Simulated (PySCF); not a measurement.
A survey of 29Si NMR shifts

Level of theory: geometry: GFN2-xTB, shieldings: GIAO PBE0/pcSseg-1, in PySCF 2.14.0 with density-fitted response routines (gas phase, one computed conformer, averaged over atoms made equivalent by symmetry, fast rotation or ring inversion, non-relativistic).

Shieldings were converted by a linear fit to measured shifts: 29Si: δ = 279.94 − 0.822σ (rms 8.9 ppm, 72 shifts, 25.8 ppm with the 6 outliers that the fit left out vs TMS, solution or neat liquid). A few per cent of atoms miss by over 2 rms, more outside the fitted compound classes.

Give the 29Si shifts of `CO[SiH2]C([SiH3])=C(F)F`, `FC(F)=C(F)[Si@H](F)[SiH2]P`, `C[S@](=O)C1=C[SiH2]C1([SiH3])[SiH3]`, `N#C[C@@]1(F)CCC[SiH2][SiH2]1`, `CCN(C)[SiH2]S`, `F[Si@H](P)[Si](F)(F)F`, `[SiH3]c1cc2ccccc2[pH]1`.

Answers


| compound | environment | δ (ppm) |
| --- | --- | --- |
| [CH3:1][O:2][SiH2:3][C:4]([SiH3:5])=[C:6]([F:7])[F:8] | Si3: silicon bonded to C, O, 2 H | -27.1 |
| [CH3:1][O:2][SiH2:3][C:4]([SiH3:5])=[C:6]([F:7])[F:8] | Si5: silicon bonded to C, 3 H | -72.8 |
| [F:1][C:2]([F:3])=[C:4]([F:5])[Si@H:6]([F:7])[SiH2:8][PH2:9] | Si6: silicon bonded to C, F, Si, H | 6.1 |
| [F:1][C:2]([F:3])=[C:4]([F:5])[Si@H:6]([F:7])[SiH2:8][PH2:9] | Si8: silicon bonded to P, Si, 2 H | -83.6 |
| [CH3:1][S@:2](=[O:3])[C:4]1=[CH:5][SiH2:6][C:7]1([SiH3:8])[SiH3:9] | Si6: silicon bonded to 2 C, 2 H, in a 4-membered ring | -52.7 |
| [CH3:1][S@:2](=[O:3])[C:4]1=[CH:5][SiH2:6][C:7]1([SiH3:8])[SiH3:9] | Si8: silicon bonded to C, 3 H | -56.7 |
| [CH3:1][S@:2](=[O:3])[C:4]1=[CH:5][SiH2:6][C:7]1([SiH3:8])[SiH3:9] | Si9: silicon bonded to C, 3 H | -72.8 |
| [N:1]#[C:2][C@@:3]1([F:4])[CH2:5][CH2:6][CH2:7][SiH2:8][SiH2:9]1 | Si9: silicon bonded to C, Si, 2 H, in a 6-membered ring | -58.4 |
| [N:1]#[C:2][C@@:3]1([F:4])[CH2:5][CH2:6][CH2:7][SiH2:8][SiH2:9]1 | Si8: silicon bonded to C, Si, 2 H, in a 6-membered ring | -73.6 |
| CCN(C)[SiH2]S | silicon bonded to N, S, 2 H | -31.1 |
| [F:1][Si@H:2]([PH2:3])[Si:4]([F:5])([F:6])[F:7] | Si2: silicon bonded to F, P, Si, H | 8.6 |
| [F:1][Si@H:2]([PH2:3])[Si:4]([F:5])([F:6])[F:7] | Si4: silicon bonded to 3 F, Si | -49.6 |
| [SiH3]c1cc2ccccc2[pH]1 | silicon bonded to C, 3 H | -69.0 |
